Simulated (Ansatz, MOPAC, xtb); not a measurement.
Isomers of C2H6OSn: 1 is C[O][Sn][CH3], 2 is [SnH2]([CH]=C)[OH]; one conformer of each (the lowest of an xTB search), B3LYP-D3(BJ)/def2-TZVP minima.
Isomer 1 (charge 0, multiplicity 1):
```xyz
10

C     -1.64125    -0.20592     0.09940
O     -1.20014     0.80250     0.97897
Sn     0.64952     1.42377     1.39570
C      1.74106     0.03614     0.05128
H     -2.21332    -0.95705     0.65440
H     -2.30293     0.22661    -0.65864
H     -0.82082    -0.71606    -0.41654
H      1.53884    -1.00364     0.32086
H      2.81553     0.21250     0.12461
H      1.43350     0.18116    -0.98749
```
Isomer 2 (charge 0, multiplicity 1):
```tsv
atom	x (Å)	y (Å)	z (Å)
C	-2.0067	0.0597	0.1068
C	-0.8992	-0.1281	-0.6025
Sn	1.0250	0.3985	0.1344
O	2.0437	-1.3093	0.0931
H	-2.9860	-0.2132	-0.2753
H	-1.9942	0.4889	1.1035
H	-0.9671	-0.5676	-1.5927
H	0.9068	0.9428	1.7583
H	1.8803	1.5155	-0.8509
H	2.9975	-1.1870	0.1253
```

No zero-point or thermal terms.

The state that PM7 reach isn't checked; PM7 holds dispersion and hydrogen-bond terms.

Codes used: Ansatz (a program for electronic structure) with Gaussian orbitals; MOPAC for PM7 (differences of heats of formation); xtb for the GFN methods. Each number belongs to the level named beside it. In def2 rows elements past Kr take small-core potentials, without spin–orbit coupling.

### Question
One of these levels gives 45.04 kcal/mol for the electronic energy of isomer 2 less that of isomer 1. Which one is it?
(A) PM7
(B) wB97X-V/def2-TZVPP
(C) GFN1-xTB
(D) r2SCAN/def2-TZVPP

### Answer
C, GFN1-xTB. The others give 2.72 (PM7), 22.90 (r2SCAN/def2-TZVPP), 20.65 (wB97X-V/def2-TZVPP)
